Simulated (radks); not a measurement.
Coulomb parameter of the 4f shell of neutral neodymium in the model configuration [Xe] 4f2 5d2 6s2, as a second difference U = [E(n + 0.25) + E(n - 0.25) - 2 E(n)] / (0.25)^2 with all orbitals relaxed. "Bare": the charge of the atom changes with n. "Screened": the 5d shell takes up the change at fixed total charge, which measures U(4f,4f) + U(5d,5d) - 2 U(4f,5d). All-electron calculation, Dirac Kohn-Sham, PBE, spin-unpolarised, spherical densities, finite nucleus; open shells are shared between the two j in proportion to 2j + 1; Fermi nuclear charge, rms radius 4.9123 fm. Program: a radial shooting solver on a logarithmic mesh with Libxc functionals.

case,configuration,E - E(n) (eV)
start,[Xe] 4f2 5d2 6s2,0.000
bare +0.25,[Xe] 4f2.25 5d2 6s2,-2.833
bare -0.25,[Xe] 4f1.75 5d2 6s2,3.724
screened +0.25,[Xe] 4f2.25 5d1.75 6s2,-2.111
screened -0.25,[Xe] 4f1.75 5d2.25 6s2,2.458

U(bare) = 14.257 eV, U(screened by 5d) = 5.553 eV, against the Slater integral F0(4f,4f) = 27.173 eV with frozen orbitals. The step up makes a negative ion, whose loosely bound charge lowers the bare value.
